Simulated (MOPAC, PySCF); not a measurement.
C₅H₈Si, SMILES `CC1[SiH2]C=CC=1`, neutral singlet in the gas phase. 

Cartesian coordinates (Å):
SMILES: [SiH2]1C(C)=CC=C1
```xyz
14

C      2.1053    -0.1212    -0.2529
C      0.6255    -0.0872    -0.0999
C     -0.2137    -1.0602    -0.4930
C     -1.6557    -0.8573    -0.2619
C     -2.0342     0.2885     0.3271
Si    -0.4709     1.2417     0.6438
H      2.4616     0.7204    -0.8553
H      2.6066    -0.0398     0.7168
H      2.4402    -1.0455    -0.7308
H      0.1324    -1.9767    -0.9681
H     -2.3568    -1.6292    -0.5704
H     -3.0693     0.5230     0.5360
H     -0.1881     1.4959     2.0838
H     -0.3877     2.5416    -0.0785
```
Charge 0, spin multiplicity 1.

All levels are single points at this geometry (PBE0-D3(BJ)/def2-TZVP); Pople sets use spherical d functions. Orbital energies aren't observables, and empty levels follow the basis.

| level | HOMO (eV) | LUMO (eV) | gap (eV) | dipole (D) | vertical IE, Delta-SCF (eV) |
|---|---|---|---|---|---|
| PBE-D3(BJ)/def2-TZVP in PySCF | -5.53 | -2.28 | 3.26 | 0.69 | 8.34 |
| PBE0-D3(BJ)/def2-TZVP in PySCF | -6.52 | -1.37 | 5.15 | 0.69 | 8.36 |
| ωB97X-D3(BJ)/def2-TZVP in PySCF | -8.78 | 0.74 | 9.53 | 0.68 | 8.50 |
| B3LYP/3-21G in PySCF | -6.04 | -1.08 | 4.96 | 0.55 | – |
| B3LYP/6-31G* in PySCF | -6.00 | -1.17 | 4.83 | 0.62 | 8.16 |
| BP86/6-31G* in PySCF | -5.31 | -2.01 | 3.30 | 0.65 | – |
| M06-2X/6-31G* in PySCF | -7.42 | -0.18 | 7.25 | 0.54 | – |
| PBE/6-31G* in PySCF | -5.22 | -1.92 | 3.30 | 0.65 | 8.15 |
| HF/6-31G* in PySCF | -8.40 | 2.67 | 11.07 | 0.68 | – |
| HF/STO-3G in PySCF | -6.50 | 6.59 | 13.09 | 0.59 | – |
| AM1 in MOPAC | -9.22 | 0.07 | 9.28 | 0.22 | – |
| PM6 in MOPAC | -9.18 | -0.07 | 9.11 | 0.72 | – |
| PM7 in MOPAC | -9.32 | 0.10 | 9.42 | 0.73 | – |
